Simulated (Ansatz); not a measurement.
Reaction (β-hydride elimination): `BC(C)C` → BH₃ + `C=CC`

Calculated with Ansatz (gas phase, PBE0-D4/def2-TZVP geometries, no zero-point term in ΔE). CCSD(T)/CBS adds triple-zeta CCSD(T) − MP2 to the extrapolated MP2 energy (def2 sets, frozen cores). This one scheme is used for every species. DFT in def2-TZVPP.

`BC(C)C`:

Cartesian coordinates in Å:
```
B -0.585 1.224 -0.906
C 0.187 0.205 -0.037
C -0.284 0.028 1.402
C 0.557 -1.121 -0.693
H -0.501 1.191 -2.102
H -1.186 2.127 -0.395
H 1.117 0.827 -0.005
H -1.204 -0.563 1.433
H -0.493 0.988 1.879
H 0.459 -0.499 2.007
H 1.310 -1.662 -0.112
H 0.944 -0.977 -1.704
H -0.321 -1.769 -0.766
```

BH₃:

Z-matrix (Å, degrees):
```
B
H 1 1.193
H 1 1.193 2 120.0
H 1 1.193 2 120.0 3 180.0
```

`C=CC`:

```xyz
9

C    -0.410    1.101    0.734
C    -0.543    0.019   -0.020
C     0.582   -0.816   -0.527
H     0.568    1.460    1.041
H    -1.270    1.667    1.072
H    -1.544   -0.302   -0.302
H     0.492   -1.849   -0.178
H     0.579   -0.855   -1.621
H     1.547   -0.426   -0.200
```

```tsv
level	ΔE (kJ/mol)
PBE-D4	146.2
revPBE-D4	140.8
B2PLYP	124.4
PBE0	147.1
CAM-B3LYP	130.0
RPA@PBE/def2-TZVPP	124.6
CCSD(T)/def2-SVP	137.7
HF/def2-QZVPP	100.0
```

Q: What does CCSD(T)/CBS give? (An estimate is asked.)

A: Computed: +134.8 kJ/mol. The listed levels differ from it by 11.4, 6.0, -10.4, 12.3, -4.8, -10.2, 2.9, -34.8 kJ/mol.

Largest T1 diagnostic among the species: 0.010.

From r2SCAN to r2SCAN0 (25 % exact exchange), in def2-TZVPP and without D4, ΔE moves by +6.2 kJ/mol. In def2-TZVPP, CCSD(T) changes the Hartree–Fock value by +32.0 kJ/mol (the triples alone add +1.4 kJ/mol) and MP2 by +41.4 kJ/mol. Leaving LDA and LC-ωPBE aside and taking each functional with its dispersion term where it has one, the values, not all of them listed here, spread over 36.1 kJ/mol, from BLYP-D4 to PBE0-D4. LDA lies +46.9 kJ/mol from PBE without D4.
